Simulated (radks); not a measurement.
Task: The mean radii <r> (bohr) of the occupied orbitals of an atom or ion are listed with their occupations. Calculated with a radial shooting solver on a logarithmic mesh with Libxc functionals: scalar-relativistic Kohn-Sham, PBE, spin-unpolarised, spherical densities, finite nucleus; Fermi nuclear charge, rms radius of each element as measured or else 0.836 A^(1/3) + 0.57 fm.

| orbital | occ. | <r> |
|---|---|---|
| 1s | 2 | 0.05620 |
| 2s | 2 | 0.2554 |
| 2p | 6 | 0.2250 |
| 3s | 2 | 0.7533 |
| 3p | 6 | 0.7813 |
| 3d | 4 | 0.8502 |
| 4s | 2 | 2.041 |

Name the element and its charge.

Result: Z = 27, cobalt, charge +3: Co3+ in [Ar] 3d4 4s2. The 1s radius gives Z: for a bare nucleus <r> = (2 gamma + 1)/(2Z) with gamma = sqrt(1 - (Z/c)^2), 0.05483 bohr for Z = 27, and screening makes it slightly larger (0.05620 here). The occupations add up to 24, and the charge is Z minus that.
